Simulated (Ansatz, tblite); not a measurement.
Removing and adding an electron: `CCCCCCCCCCS`. Charge 0, multiplicity 1. Geometry: r2SCAN-D4/def2-SVP. Ansatz, gas phase; energy differences of separate SCF runs; the oxidised species was run as a doublet alone; the reduced species was run as a doublet alone.

Cartesian coordinates in Å:
```
C 4.674 1.272 0.336
C 3.846 1.525 1.594
C 2.782 0.460 1.871
C 1.685 0.362 0.810
C 0.599 -0.652 1.169
C -0.472 -0.858 0.095
C -1.335 0.375 -0.176
C -2.415 0.170 -1.241
C -3.505 -0.828 -0.853
C -4.640 -0.944 -1.865
S -4.148 -1.559 -3.522
H 5.158 0.281 0.372
H 5.469 2.027 0.222
H 4.057 1.306 -0.576
H 3.357 2.515 1.523
H 4.521 1.586 2.466
H 2.310 0.668 2.849
H 3.272 -0.528 1.978
H 2.125 0.083 -0.166
H 1.239 1.364 0.666
H 0.113 -0.344 2.115
H 1.082 -1.623 1.384
H 0.012 -1.175 -0.850
H -1.117 -1.700 0.402
H -0.689 1.212 -0.495
H -1.807 0.702 0.771
H -2.895 1.142 -1.460
H -1.950 -0.157 -2.189
H -3.948 -0.527 0.117
H -3.070 -1.831 -0.688
H -5.078 0.048 -2.071
H -5.453 -1.579 -1.479
H -3.776 -2.793 -3.112
```

The xTB rows come from tblite. HOMO above LUMO, or a gap near zero within one spin, warns that the state may not be the lowest or that an electron is smeared out.

**Question.** Estimate orbital energies and vertical ionisation energies and electron affinities at: GFN1-xTB; GFN2-xTB; PBE-D4/def2-SVP; PBE-D4/def2-TZVP; BLYP-D4/def2-TZVP; PBE0-D4/def2-SVP; PBE0-D4/def2-TZVP.

**Answer.** 
```
            level  −HOMO (eV)  vertical IE (eV)  −LUMO (eV)  vertical EA (eV)  HOMO–LUMO gap (eV)  IE − EA (eV)                                                                   remarks
         GFN1-xTB       10.76             13.79        4.86              2.21                5.89         11.58                                                                         –
         GFN2-xTB       10.02             12.61        5.52              2.39                4.50         10.22                                                                         –
  PBE-D4/def2-SVP        5.28                 –       -0.10             -2.07                5.38             –  HOMO above zero (-1 doublet), gap within one spin near zero (-1 doublet)
 PBE-D4/def2-TZVP        5.47              8.34        0.41                 –                5.06             –                                gap within one spin near zero (+1 doublet)
BLYP-D4/def2-TZVP        5.32              8.28        0.34                 –                4.98             –                                gap within one spin near zero (+1 doublet)
 PBE0-D4/def2-SVP        6.59                 –       -1.07             -2.51                7.66             –                                              HOMO above zero (-1 doublet)
PBE0-D4/def2-TZVP        6.71              8.87       -0.53                 –                7.25             –                                                                         –
```

Relaxing the oxidised species (r2SCAN-D4/def2-SVP) changes its energy by -0.10 eV at PBE-D4/def2-TZVP, so the adiabatic ionisation energy to this nearest minimum is 8.24 eV. At PBE0-D4/def2-TZVP it is 8.80 eV. The gap within one spin of the relaxed charge 1 doublet nearly closes, so an electron or hole may be smeared out by delocalisation error.     A HOMO above zero means that the electron is unbound at that level or that self-interaction error raises the level; the energy of removing that electron tells which. Raw xTB energy differences between charge states are shifted by several eV; the methods need an empirical correction for them. Sets without diffuse functions give affinities that are too small. A negative affinity means that the extra electron isn't bound; its size then hangs on the basis.
